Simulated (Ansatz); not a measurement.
Reaction (formal exchange of groups at a C–C bond): `CCCC(C)C` + `[CH2]1[S][GeH2]1` → `C[CH]1[S][GeH2]1` + `CCCCC`

Program: Ansatz. Geometries: PBE0-D4/def2-TZVP. ΔE: electronic, gas phase. CCSD(T)/CBS adds triple-zeta CCSD(T) − MP2 to the extrapolated MP2 energy (def2 sets, frozen cores). Functionals use def2-TZVPP. B3LYP here is the variant with VWN-RPA as its local correlation; programs differ in this. For Ge outer-core shells are correlated without core-valence functions, which leaves a few kJ/mol of doubt a bond. Scalar relativity is left out up to krypton. One conformer a species, not always the lowest.

```json
{"level": "B3LYP-D4", "ΔE (kJ/mol)": "-4.7"}
{"level": "CCSD/CBS(def2)", "ΔE (kJ/mol)": "-2.3"}
```

Task: What does CCSD(T)/CBS give? (Best estimate.)

Result: Ansatz gave: -2.2 kJ/mol. The listed levels differ from it by -2.5, -0.1 kJ/mol.

Largest T1 diagnostic among the species: 0.012.

In def2-TZVPP, CCSD(T) changes the Hartree–Fock value by +5.0 kJ/mol (the triples alone add +0.1 kJ/mol) and MP2 by +3.9 kJ/mol.
